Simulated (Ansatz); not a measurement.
Input for Ansatz (a quantum-chemistry and plane-wave program): U-wB97M-V/def2-TZVPP on MnS, 2S+1 = 6, a spin state set in the input, which need not be the lowest, a point of a bond scan (R = 2.066 Å).

Ansatz 0.2 input:
```yaml
crystal:
  periodic: [false, false, false]
  atoms:
    - {symbol: Mn, position_ang: [0.00000000, 0.00000000, 0.00000000]}
    - {symbol: S, position_ang: [0.00000000, 0.00000000, 2.06641100]}
basis:
  gaussian:
    orbitals: def2-TZVPP
    pivot_positions_ang: [[0.00000000, 0.00000000, 0.00000000], [0.00000000, 0.00000000, 2.06641100]]
hamiltonian:
  xc: {name: wB97M-V}
magnetization: {spin_polarized: true, initial_magnetization: 5}
output: {forces: true, orbitals: {seedname: ./end}}
```

### Question
What total energy does the run end on?

### Answer
-1549.1073 hartree.

### Question
How many basis functions does it have, and what does it roughly cost on one machine?

### Answer
106 functions; very roughly 11 core-seconds.
